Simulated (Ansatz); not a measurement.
Born–Oppenheimer molecular dynamics of F2H2O2Zr (7 atoms, charge 0, multiplicity 1). It starts from a relaxed structure.

Computed with RKS PBE/def2-SVP in Ansatz 0.2.0.

```
ensemble                      : NVE (velocity Verlet)
time step                     : 0.5 fs
steps asked                   : 100
starting velocities drawn for : 500 K
masses                        : H 2.014 u
seed                          : 237437
```

First frame:

```xyz
7
Properties=species:S:1:pos:R:3
Zr -0.013 -0.055 0.110
F 0.110 0.249 2.008
O 1.756 -0.315 -0.600
H 2.601 -0.575 -0.990
F -0.805 1.491 -0.723
O -1.135 -1.582 -0.210
H -1.631 -2.394 -0.376
```

**Question.** How far do the bonds stretch over the last three quarters of this one trajectory? (Pairs bonded in most of those frames.)

**Answer.** 
```csv
bond,mean (Å),spread (Å),shortest,longest
Zr1–F2,1.937,0.017,1.91,1.96
Zr1–O3,1.933,0.036,1.89,1.99
Zr1–F5,1.918,0.002,1.91,1.92
Zr1–O6,1.958,0.049,1.86,2.02
O3–H4,0.969,0.007,0.96,0.98
O6–H7,0.969,0.003,0.96,0.98
```

Mean temperature of the second half: 171 K. The conserved energy stayed within 0.027 meV per atom of its start (net change 0.011 meV per atom), so the integration is sound. A run of 0.05 ps of so small a system gives no equilibrium averages.

The run took 5.9 min on 1 thread of Arm Neoverse V1, on a shared host, peak memory 0.13 GiB.
